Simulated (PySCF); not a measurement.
# Relaxation of singlet [IrSe3]+

Computed with PBE in PySCF with Ir def2-SVP with ECP60, Se def2-SVP; scalar-relativistic core potentials, no spin–orbit coupling; density-fitted integrals. A (50,194) grid was used.

A hand-made T-shaped start, of C2v symmetry, held to at least that symmetry:

Coordinates in bohr (charge 1 multiplicity 1):
```
Ir    0.0000    0.0000   -0.8123
Se    0.0000    0.0000    3.2990
Se    4.1088    0.0000   -0.6689
Se   -4.1088    0.0000   -0.6689
```

Task: What does it relax to?

Result: It ends at C2v with Ir–Se 2.254 Å, Ir–Se 2.298 Å (×2), Se–Se 2.867 Å (×2); Ir–Se–Se 50.3° (×2), Ir–Se–Se 51.7° (×2), Se–Ir–Se 78.1° (×2), Se–Ir–Se 156.1°, Se–Se–Se 103.3° (after a last refinement on a finer grid). A frequency run shows 2 imaginary modes, down to 36i cm⁻¹, so it is a higher-order saddle point. Other isomers or separated fragments may lie lower.

Task: How much energy is released, and in how many steps?

Result: 56.7 kJ/mol in 7 steps.

Stability towards spin polarisation was not tested. Spin–orbit coupling, left out here, can matter for elements this heavy.

The relaxation took about 2.9 core-minutes on a shared host.
